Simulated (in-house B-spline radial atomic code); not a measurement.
# RPA and G0W0 on PBEsol: As3+

Configuration [Ar] 3d10 4s2, mean-field start PBEsol. Computed with an all-electron radial atomic-structure program (B-spline basis): all electrons, scalar-relativistic (spin-free one-electron X2C), finite nucleus, each spin shell either full or empty, empty states to l = 9 with an (l + 1/2)⁻⁴ tail; G0W0 by contour deformation at full frequency.

Command:
```bash
python run_gw.py task.json out
```
Settings (radii: box in bohr, nucleus in fm):
```
Z                        33
electrons                30
configuration            [Ar] 3d10 4s2
hamiltonian              x2c
method                   pbesol
lmax                     9
rms_radius               4.0968
spin_polarised           False
box_radius               14.14
intervals                69
ion_configuration        [Ar] 3d10 4s1
```

Run time, properties included: 8.8 s on 1 thread of Arm Neoverse N1, with other jobs on the host.

Energies (hartree):

| term | value |
| --- | --- |
| mean-field total | -2256.77859 |
| Hartree-Fock functional on these orbitals | -2257.03862 |
| direct second order | -2.7231 |
| second-order exchange | 0.7895 |
| SOSEX correction | 0.71164 |

Task: What is the RPA correlation energy, and what remains with SOSEX?

Result: RPA gives -2.3098 hartree (-2.1 eV per electron); RPA + SOSEX gives -1.5982, and the second-order doubles -1.9336 hartree (no singles). SOSEX takes back 31 % of the RPA value.

Quasi-particle levels (eV):

```
level  occupied  mean field  Σx - vxc     Σc  QP weight     G0W0
   4s       yes      -44.45     -3.79      ?          ?        ?
   3d       yes      -74.93    -16.69   4.24      0.874   -87.38
   4p        no      -32.87      6.02  -1.60      0.949  -28.442
```

G0W0 = mean field + (Σx - vxc) + Σc, with Σc (partial-wave tail included) taken at the quasi-particle energy. Only the outer levels were computed. Levels of low weight are left out.

Task: Where does G0W0 put 4s?

Result: At -50.34 eV, with Σc = -2.11 eV and a quasi-particle weight of 0.951. The tabulated removal energy is 50.15 ± 0.06 eV (NIST, measured); the calculation leaves out spin-orbit coupling, Breit and QED terms, and what these don't explain is the method's own error.

Task: What does it cost to remove one electron (to [Ar] 3d10 4s1) by differences of total energies, each species on its own start (correlation terms add to the Hartree-Fock functional)?

Result: PBEsol 50.11 eV, Hartree-Fock functional 47.75 eV, + RPA 50.28 eV, + RPA + SOSEX 49.69 eV, + second order 50.83 eV. Tabulated: 50.15 ± 0.06 eV (NIST, measured); the calculation leaves out spin-orbit coupling, Breit and QED terms, and what these don't explain is the method's own error.
